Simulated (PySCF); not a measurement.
# Radial density of Nb (niobium, neutral)

UHF, [Kr] 4d3 5s1 6s1, high-spin 6F determinant (an excited configuration). All numbers are calculated (PySCF 2.14, scalar relativity through the core potential, in aug-cc-pVTZ-PP with one added diffuse shell each of s, p, d, f, g type with ECP28MDF (7s7p6d4f3g, 113 functions)). This is the valence pseudo-density: the core potential removes the inner electrons and smooths the orbitals near the nucleus.

```csv
r (bohr),4πr²ρ (e/bohr),4πr²(ρα − ρβ)
0.0366,1.789e-05,0.0000
0.0616,4.645e-05,0.0000
0.104,0.0001700,0.0000
0.174,0.001404,0.0003
0.293,0.02289,0.0045
0.493,0.6394,0.0765
0.829,6.773,0.7144
1.39,7.973,1.7297
2.35,1.915,1.3368
3.95,0.3742,0.3707
6.64,0.09882,0.0988
11.2,0.1143,0.1143
18.8,0.003689,0.0037
```

Energies and moments cover only the electrons outside the core potential. The outer electron is Rydberg-like, and this basis confines it to a smaller radius and binds it less than a complete one would.
